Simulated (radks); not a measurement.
Initial-state core-level shifts of the molybdenum ion Mo+ when its valence configuration changes from [Kr] 4d5. All-electron calculation, scalar-relativistic Kohn-Sham, PBEsol, spin-polarised, spherical densities, finite nucleus; open shells are filled with parallel spins first (spin-orbit coupling, left out, can overturn this in heavy ions); Fermi nuclear charge, rms radius 4.4091 fm. Program: a radial shooting solver on a logarithmic mesh with Libxc functionals. Shifts are changes of the shell-averaged eigenvalues in eV (positive: less bound); the change of the density at the nucleus, which sets a Mossbauer isomer shift, is in e/bohr^3, on a base of 9.252e+04.

valence              1s      2s      2p      4p  density at nucleus
4d4 5p1          -4.759  -4.976  -4.957  -4.470              +1.817
4d4 5s1          -3.538  -3.783  -3.765  -3.257             +17.802
4d3 5s2          -7.650  -8.155  -8.120  -6.940             +36.539
4d3.5 5s1.5      -5.564  -5.930  -5.904  -5.093             +26.553
4d4.5 5p0.5      -2.334  -2.435  -2.426  -2.214              +0.810
4d4.5 5s0.5      -1.719  -1.836  -1.827  -1.597              +8.489
4d3.5 5s1 5p0.5  -6.068  -6.441  -6.413  -5.577             +19.800
